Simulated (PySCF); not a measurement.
GeH, SMILES [GeH] (connectivity only; charge and spin as stated), charge +1, multiplicity 1.

Geometry optimised at PBE-D3(BJ)/def2-TZVPD. The spin state was assumed, not searched.

Calculation: PBE-D3(BJ)/def2-TZVPD (PySCF).

Frequencies are harmonic and unscaled.

| mode | ν (cm⁻¹) | IR (km/mol) | Raman (Å⁴/amu) | depolarisation | moving atoms (share of kinetic energy) |
|---|---|---|---|---|---|
| 1 | 1936 | 102.7 | 200.5 | 0.26 | H 99 % |
